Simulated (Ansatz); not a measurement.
Compare A (`CO[Si](N)(O)[SiH3]`) with its isomer B (`CO[SiH](N)O[SiH3]`).

Gas-phase electronic energies from Ansatz, PBE0-D4/def2-TZVP geometries. CBS: MP2 limit from def2 TZ/QZ plus the TZ coupled-cluster correction, frozen cores. Functionals use def2-TZVPP. B3LYP here is the variant with VWN-RPA as its local correlation; programs differ in this. One conformer a species, not always the lowest.

Problem. Which isomer does CCSD(T)/CBS put lower? Give the gap. (Estimate.)

Solution. Ansatz gave: B, by 27.1 kcal/mol.

Problem. Give E(B) − E(A) in kcal/mol with ωB97M-V, CCSD/def2-TZVPP, B2PLYP, B3LYP-D4, MP2/def2-TZVPP, PBE0-D4, CCSD(T)/def2-TZVPP. (Best estimate.)

Solution. The calculation gave: ωB97M-V -27.4, CCSD/def2-TZVPP -28.2, B2PLYP -28.2, B3LYP-D4 -26.7, MP2/def2-TZVPP -28.8, PBE0-D4 -22.6, CCSD(T)/def2-TZVPP -27.1. None reverses the order clearly.

Largest T1 diagnostic: 0.012.

From PBE to PBE0 (25 % exact exchange), in def2-TZVPP and without D4, E(B) − E(A) moves by −2.6 kcal/mol. In def2-TZVPP, CCSD(T) changes the Hartree–Fock value by +7.4 kcal/mol (the triples alone add +1.1 kcal/mol) and MP2 by +5.7 kcal/mol.
